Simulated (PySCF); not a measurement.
**Ionisation energy of Fe⁺ by level of theory**

Fe⁺ [Ar] 3d6 4s1 (6D) → Fe²⁺ [Ar] 3d6 (5D), as a difference of total energies. Computed with PySCF 2.14 in cc-pVTZ (7s6p4d2f1g, 68 functions), with no relativity, point nucleus. Correlated levels: valence: [Ar] frozen. The calculations carry no spin-orbit coupling.

```csv
method,ionisation energy (eV)
UHF,15.114
r2SCAN,16.478
PBE0,16.309
MP2 (valence),15.669
SCS-MP2 (valence),15.429
```

Q: How much does correlation contribute at MP2 (valence)?

A: 15.669 − (15.114) = 0.555 eV, measured against UHF.

These non-relativistic numbers lack the scalar-relativistic shift.

The reference lies between the lowest fine-structure levels, while these numbers refer to the centres of the terms.

Errors of the correlated levels include the incompleteness of this basis and the frozen core.

For comparison: 16.199 eV (measured; NIST Atomic Spectra Database, ionization energies).
